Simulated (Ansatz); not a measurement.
Ideal-gas functions of `FB(F)[CH]1[O][GeH2]1` at 500 K and 1 bar, from an Ansatz frequency run at PBE0-D4/def2-TZVP.

Molar mass 152.45 g/mol, point group C1 (symmetry number 1), electronic degeneracy 1, moments of inertia 100.165, 396.818, 411.931 u Å². Harmonic wavenumbers (cm⁻¹, unscaled): 76, 106, 183, 385, 437, 491, 556, 579, 595, 670, 696, 822, 844, 939, 1070, 1242, 1398, 1423, 2205, 2228, 3110.

Use S(trans) = R[1.5 ln M + 2.5 ln T − 1.1517]; rotational temperatures θ = 24.2544 K / I; S(rot) = R[ln(√π/σ · √(T³/θAθBθC)) + 1.5]; for each mode x = 1.438777 ν̃/T, S = R[x/(eˣ − 1) − ln(1 − e⁻ˣ)] and H = RT x/(eˣ − 1); 1 cm⁻¹ = 0.0119627 kJ/mol; R = 8.31446 J/(mol·K).

Q: By hand: the entropy, in J/(mol·K).

A: Translation 182.3. Rotation: θ = 0.2421, 0.0611, 0.0589 K, giving 124.0. Vibration, mode by mode: 20.97, 18.22, 13.74, 7.88, 6.94, 6.10, 5.24, 4.97, 4.79, 4.04, 3.80, 2.86, 2.72, 2.19, 1.63, 1.09, 0.76, 0.72, 0.11, 0.10, 0.01, in all 108.9. Electronic 0.0. Sum 415.2 J/(mol·K).

Q: By hand: H − E and G − E in kJ/mol, counted from the electronic energy.

A: Zero-point energy ½ × 20055 × 0.0119627 = 120.0; thermal vibration 28.7; translation, rotation and pV give 4 RT = 16.6. H − E = 165.3 kJ/mol, and G − E = 165.3 − 500 × 415.2/1000 = -42.3 kJ/mol.

Vibration gives 26 % of the entropy, 39.2 J/(mol·K) of it from the modes under 150 cm⁻¹: soft modes count most, and the harmonic formula is weakest for them. The sum counts one conformer and one mirror image; others add a mixing term.
